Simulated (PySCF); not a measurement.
An equivalent PySCF input for C⁺ (carbon, charge +1), [He] 2s2 2p1, 2P determinant, with scalar relativity by spin-free X2C-1e:

```python
from pyscf import gto, scf, dft, mp, cc
import basis_set_exchange as bse
mol = gto.M(atom="C 0 0 0", charge=1, spin=1, symmetry="D2h",
            basis=gto.basis.parse(bse.get_basis("jorge-DZP-DKH", elements=["C"], fmt="nwchem", header=False)),
            nucmod="G")
mf = scf.UHF(mol).sfx2c1e()
mf.irrep_nelec = {'Ag': (2, 2), 'B2u': (1, 0)}
mf.kernel()
```

It reaches the same state as the run whose output follows, and the same energy. The run itself started from symmetry-adapted Hartree-Fock orbitals and held the occupation by maximum overlap, so the iterations belong to that start.

```
SCF conv_tol = 1e-09
number electrons alpha = 3  beta = 2
cycle= 1 E= -37.3061376282997  delta_E= -0.00332  |g|= 0.0212  |ddm|= 0.0409
cycle= 2 E= -37.3063910634693  delta_E= -0.000253  |g|= 0.00592  |ddm|= 0.0115
cycle= 3 E= -37.3064126850959  delta_E= -2.16e-05  |g|= 0.000163  |ddm|= 0.0046
cycle= 4 E= -37.3064127202529  delta_E= -3.52e-08  |g|= 3.7e-05  |ddm|= 0.000391
cycle= 5 E= -37.3064127220874  delta_E= -1.83e-09  |g|= 4.48e-06  |ddm|= 0.000112
cycle= 6 E= -37.3064127221054  delta_E= -1.8e-11  |g|= 3.36e-07  |ddm|= 1.2e-05
converged SCF energy = -37.3064127221054  <S^2> = 0.75524494  2S+1 = 2.0052381
```
